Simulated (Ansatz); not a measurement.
System: sum formula AlOH3, charge 0, multiplicity 1. 
Structure (B3LYP-D3(BJ)/def2-TZVP (Ansatz, a first-principles code) minimum search):
```
Al
O 1 1.6999
H 2 0.9581 1 124.14
H 1 1.5709 2 115.84 3 -180.00
H 1 1.5789 4 124.38 2 -180.00
```

Basis-set convergence of Hartree-Fock and MP2 correlation energies (hartree) with Ansatz. Cores are frozen in the correlated levels unless marked. Spin-orbit coupling is left out. Non-relativistic.

```tsv
basis	functions	E(HF)	E(corr, MP2)
cc-pV(D+d)Z	52	-318.57275	-0.26135
cc-pV(T+d)Z	111	-318.61331	-0.33240
cc-pV(Q+d)Z	209	-318.62332	-0.35824
cc-pV(5+d)Z	356	-318.62551	-0.36882
```

Extrapolating the two largest sets (X = 4 and 5) as X^-3: E(corr) = (125·(-0.36882) - 64·(-0.35824))/61 = -0.3799 Eh, an estimate of the basis-set limit. The largest set recovers 97.1 % of it, the smallest 68.8 %.
